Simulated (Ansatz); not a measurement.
One change: `[F][Ta](=[S])([Cl])[Cl]` becomes `[OH][Ta](=[S])([Cl])[Cl]`.

Ansatz, PBE0-D4/def2-TZVP geometries, multiplicity 1. Each molecule was computed in one conformer, which needn't be the lowest.

Elements past krypton have def2 core potentials.

```csv
property,`[F][Ta](=[S])([Cl])[Cl]`
HOMO–LUMO gap (PBE0/def2-TZVPP) / eV,5.55
HOMO energy (PBE0/def2-TZVPP) / eV,-8.30
LUMO energy (PBE/def2-TZVPP) / eV,-3.47
size of the dipole moment (B3LYP/def2-TZVPP) / D,1.34
LUMO energy (PBE0/def2-TZVPP) / eV,-2.75
HOMO–LUMO gap (B3LYP/def2-TZVPP) / eV,5.12
```

**Question.** Give the same properties after the change, and the shifts. (Estimate.)

**Answer.** The calculation gave: 
| property | `[OH][Ta](=[S])([Cl])[Cl]` | shift |
| --- | --- | --- |
| HOMO–LUMO gap (PBE0/def2-TZVPP) / eV | 5.65 | 0.10 |
| HOMO energy (PBE0/def2-TZVPP) / eV | -8.02 | 0.28 |
| LUMO energy (PBE/def2-TZVPP) / eV | -3.10 | 0.37 |
| size of the dipole moment (B3LYP/def2-TZVPP) / D | 2.32 | 0.98 |
| LUMO energy (PBE0/def2-TZVPP) / eV | -2.37 | 0.38 |
| HOMO–LUMO gap (B3LYP/def2-TZVPP) / eV | 5.22 | 0.10 |

With PBE0 the HOMO rises by 0.28 eV and the LUMO rises by 0.38 eV, so the gap widens by about 0.10 eV. PBE moves the HOMO by 0.28 eV and ωB97M-V by 0.27 eV. The zero-point energy changes by 29.2 kJ/mol with +3 modes. Dipoles are sizes alone; their direction can turn.

B3LYP here is the variant with VWN-RPA as its local correlation; programs differ in this.
